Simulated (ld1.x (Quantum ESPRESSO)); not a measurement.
**mercury (Hg): one change to a TM potential, before and after**

| Quantity | Value |
| --- | --- |
| Element | Hg |
| Generator | ld1.x (Quantum ESPRESSO) 7.5 |
| Type | norm-conserving Troullier–Martins (Kleinman–Bylander form) |
| Functional | PBE |
| Relativity | scalar-relativistic |
| Frozen core | [Xe] 4f14 |
| Valence charge | 12 |
| Reference configuration | 5d10 6s1 6p1 |
| Partial waves | 6s (bound): rc 1.70 bohr; 5d (bound): rc 1.30 bohr; 6p (bound): rc 2.90 bohr |
| Local potential | the p channel |
| Core correction | none |

Change: reference 5d10 6s0 6p0.

Cutoffs: the cutoffs (Ry, on a coarse ladder) from which the occupation-weighted sum of valence levels, in a spherical-Bessel basis at the reference potential, stays within 10 and 1 mRy of its value at 400 Ry; they do not see the model core or the augmentation charge, which bear on the density cutoff. Errors are all-electron minus pseudo energies relative to the spin-unpolarised reference configuration.

Question: What does the change do?

Answer: The potential gets neither clearly harder nor softer (70 Ry and 90 Ry → 70 Ry and 90 Ry); the range in which the s phases agree narrows (upper end 1.2 → 0.2); the range in which the p phases agree narrows (upper end 2.4 → 1.3); neither file shows a bound ghost.

```csv
quantity,base,changed
"cutoff, loose",70 Ry,70 Ry
"cutoff, tight",90 Ry,90 Ry
bound ghosts,none,none
"largest error over its own tests, meV",-150,-166
s: phases at 3.16 bohr within 0.05 rad from the reference energy up to (Ry; the scan ends near 5),1.2,0.2
p: phases at 3.16 bohr within 0.05 rad from the reference energy up to (Ry; the scan ends near 5),2.4,1.3
d: phases at 3.16 bohr within 0.05 rad from the reference energy up to (Ry; the scan ends near 5),0.4,-0.7
```
